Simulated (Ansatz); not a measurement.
Cost and result up the ladder for the cluster Ba₃Se₂ (5 atoms). Total charge 0; singlet. Geometry: PBE0-D4/def2-SVP.

```xyz
5

Ba    1.083    1.931    0.717
Ba    1.128   -2.036   -0.002
Ba   -2.212    0.106   -0.715
Se    0.616    0.342   -1.854
Se   -0.615   -0.344    1.854
```

Ansatz on 4 threads of Arm Neoverse V2 on a shared host. Times are rough, and most runs start from the orbitals of an earlier one. No level here is sound enough to serve as a yardstick. Binding counts from free atoms at the same level (Ba singlet, Se triplet; other spins of the atoms weren't run), without zero-point energy or a counterpoise term.

In the def2 sets Ba takes a core potential; there is no spin–orbit coupling. LC-ωPBE has ω = 0.4 bohr⁻¹. Correlated methods freeze 18 core orbitals; core or outer-core shells of Ba, Se are correlated, in sets that lack core-valence functions. The rows differ in basis, and correlated rows in double-zeta sets carry the largest basis error. The structure comes from a short search, and lower isomers may exist.

Run but left out: HF/def2-TZVP (restricted singlet, unstable towards broken spin symmetry).

Correlated methods converge slowly with the basis, most of all in double-zeta sets.

```csv
level,functions,wall time,binding energy per atom (eV),remarks
PBE-D4/def2-SVP,154,3.2 s,2.90,restricted SCF unstable in HF
PBE0-D4/def2-SVP,154,6 s,2.82,restricted SCF unstable in HF
PBE-D4/def2-TZVP (with forces),216,6.5 s,2.89,restricted SCF unstable in HF
LC-ωPBE/def2-TZVP,216,6.5 s,2.71,restricted SCF unstable in HF
BLYP-D4/def2-TZVP,216,7 s,2.66,restricted SCF unstable in HF
MP2/def2-TZVP,216,7 s,2.80,restricted SCF unstable
PBE0-D4/def2-TZVP,216,10 s,2.83,restricted SCF unstable in HF
r2SCAN-D4/def2-TZVP,216,12 s,2.98,restricted SCF unstable in HF
CCSD(T)/def2-SVP,154,1.8 min,2.53,restricted SCF unstable
```
